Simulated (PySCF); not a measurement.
Molecule: `F[Si@@]([SiH3])(Cl)O[SiH3]`, ClFH$_{6}$OSi$_{3}$.

Atoms are numbered as in `[F:1][Si@@:2]([SiH3:3])([Cl:4])[O:5][SiH3:6]`. Hydrogens are named by the atom that carries them.

Geometry PBE0-D3(BJ)/def2-SVP throughout; GIAO in PySCF 2.14.0 with density-fitted response routines, gas phase, one conformer, non-relativistic; equivalent atoms averaged; basis pcSseg-1.

For orientation, BLYP gives these shifts δ (against CFCl3, TMS, HCl, H2O at the same level): F1 -115.2, Si2 -18.4, Si6 -44.9, Si3 -112.9, Cl4 135.8, O5 91.4, H(Si6) 5.11, H(Si3) 3.38 ppm.

A run gave: F1 -121.9, Si2 -25.4, Si6 -43.6, Si3 -89.4, Cl4 73.5, O5 60.4, H(Si6) 4.29, H(Si3) 3.01 ppm (shifts δ (against CFCl3, TMS, HCl, H2O at the same level)).

Q: Which functional was used in that run?
A. B97-D
B. WP04
C. CAM-B3LYP
D. PBE
E. mPW1PW91

A: B. Cl4 tells them apart best: WP04 gives 73.5, mPW1PW91 gives 116.9, CAM-B3LYP gives 112.9, B97-D gives 119.0, PBE gives 148.3 ppm.
